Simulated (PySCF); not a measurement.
## UHF on Ar (argon, neutral)

Configuration: [Ar], closed-shell 1S. Calculation: PySCF 2.14, in cc-pVTZ-DK; scalar relativity by spin-free X2C-1e.

```
Total energy                        : -528.621423 hartree
One-electron energy                 : -730.7120 hartree
Hartree (Coulomb) energy            : 232.4426 hartree
Exchange energy                     : -30.3521 hartree
⟨S²⟩                                : 0.0000
⟨L²⟩                                : 0.000
Sum of ⟨r⟩                          : 16.03 bohr
Sum of ⟨r²⟩                         : 25.89 bohr²
Langevin diamagnetic susceptibility : -20.5 ×10⁻⁶ cm³/mol
Time after the integrals            : 0.06 s of wall time on 1 thread of Neoverse-V1 (shared host)
```

```json
{"shell": "1s", "electrons": "2", "mean orbital energy (eV)": "-3240.5", "rms radius, mean of both spins (bohr)": "0.0991"}
{"shell": "2s", "electrons": "2", "mean orbital energy (eV)": "-337.63", "rms radius, mean of both spins (bohr)": "0.446"}
{"shell": "2p", "electrons": "6", "mean orbital energy (eV)": "-260.49", "rms radius, mean of both spins (bohr)": "0.417"}
{"shell": "3s", "electrons": "2", "mean orbital energy (eV)": "-34.981", "rms radius, mean of both spins (bohr)": "1.53"}
{"shell": "3p", "electrons": "6", "mean orbital energy (eV)": "-16.040", "rms radius, mean of both spins (bohr)": "1.82"}
```

Densities and radii are taken from the X2C orbitals without a picture-change correction, which distorts them close to the nucleus.
